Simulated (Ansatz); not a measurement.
One change: `CO[CH](Cl)[InH2]` becomes `COC(O)Cl`.

Ansatz, PBE0-D4/def2-TZVP geometries, multiplicity 1. Each molecule was computed in one conformer, which needn't be the lowest. `CO[CH](Cl)[InH2]` holds a close contact that its SMILES doesn't draw: In···Cl 2.96 Å.

Elements past krypton have def2 core potentials.

```json
{"property": "HOMO–LUMO gap (PBE0/def2-TZVPP) / eV", "`CO[CH](Cl)[InH2]`": "5.05"}
{"property": "HOMO–LUMO gap (ωB97M-V/def2-TZVPP) / eV", "`CO[CH](Cl)[InH2]`": "8.71"}
{"property": "zero-point energy (PBE0-D4/def2-TZVP) / kJ/mol", "`CO[CH](Cl)[InH2]`": "187.7"}
{"property": "size of the dipole moment (PBE/def2-TZVPP) / D", "`CO[CH](Cl)[InH2]`": "2.40"}
{"property": "HOMO energy (B3LYP/def2-TZVPP) / eV", "`CO[CH](Cl)[InH2]`": "-6.47"}
{"property": "HOMO energy (PBE/def2-TZVPP) / eV", "`CO[CH](Cl)[InH2]`": "-5.43"}
```

**Question.** What does the change do to each property? (Best estimate.)

**Answer.** Computed: 
```json
{"property": "HOMO–LUMO gap (PBE0/def2-TZVPP) / eV", "`COC(O)Cl`": "9.11", "shift": "4.06"}
{"property": "HOMO–LUMO gap (ωB97M-V/def2-TZVPP) / eV", "`COC(O)Cl`": "13.26", "shift": "4.55"}
{"property": "zero-point energy (PBE0-D4/def2-TZVP) / kJ/mol", "`COC(O)Cl`": "199.9", "shift": "12.2"}
{"property": "size of the dipole moment (PBE/def2-TZVPP) / D", "`COC(O)Cl`": "2.19", "shift": "-0.21"}
{"property": "HOMO energy (B3LYP/def2-TZVPP) / eV", "`COC(O)Cl`": "-8.06", "shift": "-1.59"}
{"property": "HOMO energy (PBE/def2-TZVPP) / eV", "`COC(O)Cl`": "-6.70", "shift": "-1.27"}
```

With PBE0 the HOMO falls by 1.66 eV and the LUMO rises by 2.40 eV, so the gap widens by about 4.06 eV. PBE moves the HOMO by -1.27 eV and ωB97M-V by -1.87 eV. The zero-point energy changes by 12.2 kJ/mol with -3 modes. Dipoles are sizes alone; their direction can turn.

Positive LUMOs are unbound, so they and the gaps depend on the basis.

B3LYP here is the variant with VWN-RPA as its local correlation; programs differ in this.
